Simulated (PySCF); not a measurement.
Constitutional and geometric isomers with formula C2H5B. All species are isolated molecules in the gas phase. One relaxed conformer stands for each flexible species; it need not be the lowest. Strings in code marks are SMILES.

These are B3LYP-D3(BJ)/def2-TZVP (PySCF) values and carry that method's errors. B3LYP has the VWN-RPA correlation part, as in Gaussian. 

| species | HOMO (eV) | LUMO (eV) |
|---|---|---|
| `[H]/B=C/C` | -6.07 | -1.60 |
| `BC=C` | -8.25 | -2.30 |
| `B1CC1` | ___ | -1.51 |

### Question
Fill in the missing entries.

### Answer

- `B1CC1`, HOMO (eV): -7.23
